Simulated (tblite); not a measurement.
Input of a run (GFN2-xTB geometry optimisation, gas phase (tblite 0.8.0)), started from a force field or distance geometry:
```
{"job": {"kind": "relax", "xc": "GFN2-xTB", "basis": "xTB"}, "charge": 0, "multiplicity": 2}
C      2.184100    -0.175000    -0.223800
C      0.692900    -0.038300    -0.083000
C     -0.038900    -1.207500     0.007600
C     -1.414400    -1.057500     0.134000
C     -2.002800     0.180300     0.207600
O     -3.404700     0.235900     0.339300
C     -1.228700     1.327700     0.116300
C      0.148500     1.223400    -0.014700
H      2.450100    -0.948400    -0.986300
H      2.566200    -0.538800     0.767800
H      2.666800     0.761100    -0.552500
H      0.427900    -2.191800    -0.041100
H     -2.040000    -1.970100     0.217100
H     -1.723700     2.268200     0.166400
H      0.712100     2.138800    -0.076500
```

Output (eV, eV/Å):
```
step      E/eV     max force
  0    -612.94230    6.554
  1    -613.70847    1.337
  2    -613.74764    0.842
  3    -613.76890    0.384
  4    -613.78027    0.284
  5    -613.78840    0.212
  6    -613.79130    0.169
  7    -613.79342    0.106
  8    -613.79474    0.091
  9    -613.79541    0.059
 10    -613.79579    0.055
 11    -613.79611    0.052
 12    -613.79639    0.044
 13    -613.79660    0.037
 14    -613.79674    0.029
 15    -613.79685    0.027
 16    -613.79695    0.027
 17    -613.79706    0.023
 18    -613.79714    0.020
 19    -613.79721    0.023
 20    -613.79726    0.022
 21    -613.79729    0.018
 22    -613.79733    0.014
 23    -613.79735    0.013
 24    -613.79737    0.011
 25    -613.79738    0.007
```

Q: Summarise the run.

A: The energy falls by 82.5 kJ/mol over 25 L-BFGS steps, the largest force on an atom goes from 6.55 to 0.007 eV/Å, and the atoms move by 0.053 Å rms after alignment. The bond that changes most is C5–O6 (ends: carbon bonded to 2 C and O; oxygen bonded to C), which shortens by 0.172 Å. Bonds longer at the end by more than 0.005 Å: 5 of 15; shorter: 9. Among the angles that change most is C2–C8–H15, from 124.7° to 118.7°. The energy never rose by more than 1e-5 eV on the way. The first step brought 90 % of the lowering.

Q: What are the final bond lengths?

A: C1–C2 1.489 Å, C2–C3 1.406 Å, C3–C4 1.363 Å, C4–C5 1.452 Å, C5–O6 1.237 Å, C5–C7 1.451 Å, C7–C8 1.364 Å, C2–C8 1.404 Å, C1–H9 1.089 Å, C1–H10 1.092 Å, C1–H11 1.087 Å, C3–H12 1.082 Å, C4–H13 1.080 Å, C7–H14 1.080 Å, C8–H15 1.082 Å. Numbering counts from 1 in the input's order; the species is `Cc1ccc([O])cc1` [radical].

Time: 0.12 s wall. Hardware: one thread of an Arm Neoverse V2, on a shared host.

Its GFN2-xTB frequencies are all real (lowest 29 cm⁻¹).

All values are computed, not measured.
